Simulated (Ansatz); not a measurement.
Born–Oppenheimer molecular dynamics of Cl3Ga (4 atoms, charge 0, multiplicity 1). It starts from a relaxed structure.

Level of theory: RKS PBE0-D4/def2-SVP (Ansatz).

```json
{"ensemble": "NVT, Nosé–Hoover chain", "time step": "6 fs", "steps asked": "40", "set temperature": "300 K", "thermostat": "time constant 100 fs, chain length 3 (defaults)", "seed": "510823"}
```

First frame:

```xyz
4
Properties=species:S:1:pos:R:3
Ga 0.000 0.000 0.000
Cl 0.000 0.000 2.121
Cl 1.837 0.000 -1.060
Cl -1.837 0.000 -1.060
```

(1) How far do the bonds stretch over the last three quarters of this one trajectory? (Pairs bonded in most of those frames.)

Results:

(1) 
```csv
bond,mean (Å),spread (Å),shortest,longest
Ga1–Cl2,2.120,0.035,2.07,2.18
Ga1–Cl3,2.126,0.025,2.07,2.17
Ga1–Cl4,2.122,0.040,2.06,2.20
```

Mean temperature of the second half: 316 K. The conserved energy stayed within 1.1 meV per atom of its start (net change 0.62 meV per atom), so the integration is sound. A run of 0.24 ps of so small a system gives no equilibrium averages.

Time of the run: 2.9 min on 1 thread of Arm Neoverse V1 (shared host), peak memory 0.19 GiB.
